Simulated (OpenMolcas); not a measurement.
## Ni2+: effect of the metal basis and ligand basis

Ni2+ with 4 ligands (bromide) in tetrahedral coordination (Td) at 2.46 Å. A charge of +0.5 e stands 2.8 Å behind each ligand.

```
Program             : OpenMolcas
Method              : CASSCF
Spin-orbit coupling : state interaction with AMFI integrals over the reference wave functions
```

Fixed: active space 8 electrons in 5 orbitals (3d), DKH2 Hamiltonian.

States (labels of Td). Energies in cm-1 above the lowest state or level, χT in cm3 K/mol; under a threefold ground state the first gap can be a small split of the lowest multiplet, not the spin-orbit step; 10Dq and B are least-squares fits to the states below 45000 cm-1, weighted by degeneracy, with a free offset, and given where the rms deviation is under 5 % of |10Dq| (or 100 cm-1) and under 700 cm-1; 10Dq is negative for this site.

| Run | Metal basis | Ligand basis | Ground state | First state of that spin | 10Dq | B (rms of fit) | First gap with spin-orbit (degeneracies) | χT at 300 K | First state of another spin | Cost |
| --- | --- | --- | --- | --- | --- | --- | --- | --- | --- | --- |
| A | ANO-RCC-VDZP | ANO-RCC-VDZP | 3T1 | 3T2 1365 | -1666 | 1241 (48) | 268.4 (1, 3) | 2.939 | 1T2 15960 | roughly 70 core-seconds |
| B | ANO-RCC-VTZP | ANO-RCC-VTZP | 3T1 | 3T2 1340 | -1636 | 1261 (45) | 264.4 (1, 3) | 2.968 | 1T2 16240 | roughly 5 core-minutes |

Against A, |10Dq| changes by -1.8 % in B.

Costs are those of the RASSCF and RASSI steps.

An orbital triplet at a regular site is open to Jahn-Teller coupling, which can distort the site and quench the lowest spin-orbit gaps and is left out. Without dynamic correlation the repulsion within the d shell is too large (B by tens of per cent), so at a given field states of lower spin stand too high. Ligand-to-metal charge-transfer states are missing. With no ligand orbital active B as a rule stays too high, so bands that hang on it stand too high and its fall with covalency is understated. With metal d orbitals alone and no dynamic correlation the field as a rule comes out too small, by tens of per cent, by up to half for chloride and softer ligands, and with too little covalency χT stands high. No measured value stands beside these numbers; the geometry was imposed, not optimised, and the real ion may take another.
